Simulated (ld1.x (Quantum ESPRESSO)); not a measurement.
gallium (Ga): one change to an RRKJ potential, before and after

```json
{
 "Element": "gallium (Ga)",
 "Generator": "ld1.x (Quantum ESPRESSO) 7.5",
 "Type": "norm-conserving RRKJ (Kleinman–Bylander form)",
 "Functional": "LDA (PZ)",
 "Relativity": "scalar-relativistic",
 "Frozen core": "[Ar] 3d10",
 "Valence charge": "3",
 "Reference configuration": "4s2 4p1",
 "Partial waves": "4s (bound): rc 1.80 bohr; 4p (bound): rc 2.80 bohr; 4d channel at 0.25 Ry: rc 2.60 bohr",
 "Local potential": "the d channel",
 "Core correction": "none",
 "rho0": "0.005"
}
```

All-electron outer shells of the reference configuration (LDA (PZ), scalar-relativistic, ld1.x):

| shell | level (eV) | outermost node (bohr) | outermost maximum (bohr) |
| --- | --- | --- | --- |
| 3p | -98.65 | 0.24 | 0.56 |
| 3d | -19.40 | – | 0.53 |
| 4s | -9.17 | 0.81 | 1.87 |
| 4p | -2.74 | 0.87 | 2.53 |

Change: wave 4d channel at 0.25 Ry: rc 2.60 bohr becomes 4d channel at 6.17 Ry: rc 2.60 bohr.

Cutoffs: the cutoffs (Ry, on a coarse ladder) from which the occupation-weighted sum of valence levels, in a spherical-Bessel basis at the reference potential, stays within 10 and 1 mRy of its value at 400 Ry; they do not see the model core or the augmentation charge, which bear on the density cutoff. Errors are all-electron minus pseudo energies relative to the spin-unpolarised reference configuration.

Q: What does the change do?

A: The potential gets softer (30 Ry and 45 Ry → 18 Ry and 45 Ry); the bound ghosts move from p to p, s; of the 9 tests that both files solve, the error grows in 4 and shrinks in 2 by more than 15 % and 0.3 meV (median size 13.0 → 11.3 meV).

| quantity | base | changed |
| --- | --- | --- |
| cutoff, loose | 30 Ry | 18 Ry |
| cutoff, tight | 45 Ry | 45 Ry |
| bound ghosts | p | s, p |
| error for 4s2 4p0, meV [ΔE 5.89 eV] | +1.8 | -8.2 |
| error for 4s1 4p0, meV [ΔE 27.39 eV] | +96 | +62 |
| error for 4s2 4p0.5, meV [ΔE 2.12 eV] | -0.6 | -2.8 |
| error for 4s0 4p3, meV [ΔE 13.54 eV] | +71 | +66 |
| error for 4s1 4p1, meV [ΔE 13.34 eV] | +4.5 | -10 |
| error for 4s2 4p1.3, meV [ΔE -0.58 eV] | -0.2 | -0.6 |
| error for 4s1 4p2, meV [ΔE 6.61 eV] | +13 | +11 |
| error for 4s2 4p1 (spin-polarised), meV [ΔE -0.13 eV] | +16 | +16 |
| error for 4s1 4p0 (spin-polarised), meV [ΔE 27.08 eV] | +404 | +360 |
| s: phases at 3.03 bohr within 0.05 rad from the reference energy up to (Ry; the scan ends near 5) | 0.9 | 0.3 |
| p: phases at 3.03 bohr within 0.05 rad from the reference energy up to (Ry; the scan ends near 5) | 1.4 | 1.1 |
| d: phases at 3.03 bohr within 0.05 rad from the reference energy up to (Ry; the scan ends near 5) | 0.7 | n/a |

 A true bound ghost makes a file unfit for plane-wave use even where its test errors are small: the radial tests pick states by their node count and pass the ghost by.
